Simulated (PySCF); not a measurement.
Sn(Cl)(NMe2) (C2H6ClNSn), SMILES [Cl][Sn][N](C)C (connectivity only; charge and spin as stated), neutral, multiplicity 1.

Geometry optimised at PBE-D3(BJ)/def2-SVP. The def2 effective core potentials stand for the cores of Sn; spin–orbit coupling is left out. Other conformers were not sampled.

Calculation: PySCF with PBE-D3(BJ)/def2-SVP.

Frequencies are harmonic and unscaled.

Computed normal modes with their intensities:
| mode | ν (cm⁻¹) | IR (km/mol) | moving atoms (share of kinetic energy) |
|---|---|---|---|
| 1 | 81 | 0.4 | C 48 %, H 25 %, Cl 19 % |
| 2 | 130 | 2.9 | Cl 51 %, C 22 %, Sn 16 %, H 9 % |
| 3 | 197 | 5.6 | H 68 %, N 29 % |
| 4 | 236 | 0.0 | C 47 %, H 23 %, N 20 % |
| 5 | 247 | 1.1 | H 92 % |
| 6 | 295 | 10.5 | C 47 %, H 23 %, Sn 18 % |
| 7 | 295 | 6.5 | H 61 %, N 33 % |
| 8 | 330 | 43.1 | Cl 66 %, Sn 25 % |
| 9 | 505 | 17.5 | C 34 %, H 30 %, N 30 % |
| 10 | 961 | 82.7 | C 46 %, H 29 %, N 25 % |
| 11 | 1044 | 3.8 | H 73 %, C 25 % |
| 12 | 1060 | 0.4 | H 80 %, C 20 % |
| 13 | 1105 | 4.5 | H 69 %, C 20 %, N 12 % |
| 14 | 1207 | 31.8 | N 55 %, C 32 %, H 12 % |
| 15 | 1223 | 5.2 | H 42 %, N 33 %, C 25 % |
| 16 | 1371 | 0.1 | H 87 %, C 12 % |
| 17 | 1387 | 3.2 | H 97 % |
| 18 | 1395 | 25.6 | H 83 %, C 17 % |
| 19 | 1411 | 8.7 | H 97 % |
| 20 | 1415 | 16.1 | H 97 % |
| 21 | 1441 | 1.8 | H 96 % |
| 22 | 2890 | 61.8 | H 97 % |
| 23 | 2897 | 165.9 | H 97 % |
| 24 | 2944 | 72.4 | H 91 %, C 9 % |
| 25 | 2953 | 2.5 | H 90 %, C 10 % |
| 26 | 3010 | 16.4 | H 91 %, C 9 % |
| 27 | 3060 | 1.7 | H 91 %, C 9 % |
